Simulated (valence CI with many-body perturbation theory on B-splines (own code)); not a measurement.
Results of a calculation; reference values are marked as such.
# Rh22+: what the settings do

Level of theory: configuration interaction combined with many-body perturbation theory (CI+MBPT): five valence electrons over a frozen Dirac-Fock core [Ar], radial functions for each j: 6 s, 6 p, 5 d, 5 f, 1 g, with the one-electron correlation potential Σ1, the two-electron term Σ2, the three-electron term Σ3, Breit, model QED; selected CI, second order for the rest (own B-spline code, finite nucleus).

No measured spectrum was set against this ion. As an estimate, terms of the open shell hold to 2 to 4 % of their energy, and close levels can change places. Among the levels kept, up to 360 cm⁻¹ of a level comes from second order outside the variational space, and about a tenth of that is noise between levels of different J, which matters for small intervals. Only levels of the ground parity were solved; by the run's estimate the other parity begins above the list, which can be wrong where configurations are misplaced.

The reference run has the lowest level 3d5 6S_5/2 and an ionisation energy of 1060.97 eV. Its largest variational space holds 10000 state functions.

Names give the largest LS component (configuration and term), which can be under half, so a name can repeat, a term be missing and a line seem to break the LS rules; names also repeat where a configuration has a term twice. Letters in brackets count levels of one name in rising energy.

Changed runs:
A. lowest core n in screening and Σ2 1 → 4; scale of Σ1 1 → 0
B. hole-hole ladder in Σ2 on → off
C. screening of Σ1 on → off; scale of Σ2 1 → 0
D. correlating orbitals by l 3 3 3 3 1 → 0 0 0 0 0 (bad on purpose)

Excitation energies of the reference run in cm⁻¹, and shifts in cm⁻¹:

```
                 Level  Reference      B      C      D
        3d5 4G_5/2 [a]      87057  +3660  +4126  +3471
            3d5 4G_7/2     107557   +275  +2910  +2816
           3d5 4G_11/2     110216  -1119  +1859  +2617
            3d5 4P_3/2     111702  +5575  +4419  +3659
        3d5 4G_5/2 [b]     113740  +2353  +2954  +2805
            3d5 4G_9/2     115353   -953  +2196  +2522
            3d5 4P_1/2     124261  +6397  +3741  +3748
            3d5 4D_7/2     139183  +1994  +4472  +3193
            3d5 4D_5/2     148478  +5216  +4700  +3841
            3d5 4D_1/2     156670  +4199  +4136  +3475
           3d5 2I_11/2     159636  -3471   +909  +3277
            3d5 4D_3/2     160940  +5608  +4034  +3768
Ionisation energy (eV)    1060.97  -0.26  -8.50  +0.05
```

Run A: It gave no result: the setting left no core shell for the response of the core. The program said: "need at least one array to concatenate".
